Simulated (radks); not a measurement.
The bismuth ion Bi4+, [Xe] 4f14 5d10 6s1. Calculated with a radial shooting solver on a logarithmic mesh with Libxc functionals: non-relativistic Kohn-Sham, LDA (Slater exchange, Perdew-Wang correlation), spin-polarised, spherical densities, point nucleus. Every spin shell is full or empty, so the densities are truly spherical. Functionals are evaluated on that one density, not self-consistently. Rank these exchange functionals by their error against the exact value of the orbitals, and give that value: LDA, PBE, PBEsol, RPBE, WC, B86b, G96, TPSS, SCAN, r2SCAN, MS2, TASK, MVS.

Answer. Exact: -365.011 hartree. From best to worst, with 100 (|E| - |E exact|)/|E exact| (equal figures are ties): B86b -0.03, SCAN +0.04, MVS +0.06, r2SCAN -0.20, RPBE -0.24, PBE -0.36, G96 +0.45, TPSS -0.45, WC -0.64, MS2 -0.69, TASK -1.79, PBEsol -1.79, LDA -3.76.
